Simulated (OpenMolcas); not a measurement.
## BGeNH6 (SMILES B[NH][GeH3]): the dipole moment, rung by rung

BGeNH6: 9 atoms, total charge 0, spin state singlet. SMILES: `B[NH][GeH3]`. The coordinates come from a PBE0-D4/def2-TZVP relaxation.

```xyz
9

B    -0.8740    0.6295   -1.1629
N    -0.0233    0.6871   -0.0627
Ge    0.6652   -0.7614    0.8666
H    -1.2179   -0.4407   -1.5810
H    -1.2491    1.6470   -1.6748
H     0.2539    1.5984    0.2725
H     2.2016   -0.7148    0.8049
H     0.1149   -2.0152    0.1846
H     0.2173   -0.6760    2.3357
```

Each level gives the dipole moment (D). The values are calculated.

```json
{"level": "HF/6-31G* (spherical functions)", "kind": "Hartree–Fock", "program": "OpenMolcas", "value (D)": "1.62"}
{"level": "SVWN5/6-31G* (spherical functions)", "kind": "LDA", "program": "OpenMolcas", "value (D)": "1.99"}
{"level": "BLYP/6-31G* (spherical functions)", "kind": "GGA", "program": "OpenMolcas", "value (D)": "1.90"}
{"level": "PBE/6-31G* (spherical functions)", "kind": "GGA", "program": "OpenMolcas", "value (D)": "1.93"}
{"level": "revPBE/6-31G* (spherical functions)", "kind": "GGA", "program": "OpenMolcas", "value (D)": "1.91"}
{"level": "M06-L/6-31G* (spherical functions)", "kind": "meta-GGA", "program": "OpenMolcas", "value (D)": "2.04"}
{"level": "PBE0/6-31G* (spherical functions)", "kind": "global hybrid", "program": "OpenMolcas", "value (D)": "1.86"}
{"level": "B3LYP/6-31G* (Cartesian functions)", "kind": "global hybrid", "program": "OpenMolcas", "value (D)": "1.84"}
```

All-electron rows without a relativistic Hamiltonian named are non-relativistic. The values span 1.62 to 2.04 D. Magnitudes only.
